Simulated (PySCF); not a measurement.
**Polarisability and C₆ of Zn²⁶⁺ (zinc, charge +26)**

[He] 2s2, closed-shell 1S. Computed with PySCF 2.14 in an even-tempered Gaussian basis (17 s from 7.6 bohr⁻², ratio 2.2; 8 p from 12 bohr⁻², ratio 2.4; 6 d from 35 bohr⁻², ratio 2.4; 5 f from 53 bohr⁻², ratio 2.4; 4 g from 79 bohr⁻², ratio 2.4), with the non-relativistic Hamiltonian (point nucleus). Coupled (time-dependent) response in atomic units; α is the mean over directions.

```tsv
method	mean α (bohr³)	C₆ (like pair)	S(−4)
UHF	0.01178	0.0003391	0.001237
PBE0	0.01129	0.0003221	0.001113
```

S(−4) is the Cauchy moment in α(ω) = α(0) + S(−4) ω² + …

α(iu) at UHF:

| u (hartree) | α(iu) (bohr³) |
| --- | --- |
| 0 | 0.01178 |
| 0.300 | 0.01167 |
| 0.600 | 0.01135 |
| 1.20 | 0.01024 |
| 1.80 | 0.008815 |
| 2.40 | 0.007393 |
| 3.00 | 0.006141 |
| 4.50 | 0.003930 |
| 6.00 | 0.002681 |
| 9.00 | 0.001512 |
| 15.0 | 0.0007807 |

A single London oscillator, α(iu) = α/(1 + u²/ω²), gives C₆ = (3/4) ω α². Matching the computed C₆ needs ω = 4 × 0.0003391 / (3 × 0.01178²) = 3.26 hartree.

For an ion, C₆ is the dispersion term alone; charge-induced terms of lower order in 1/R come first.
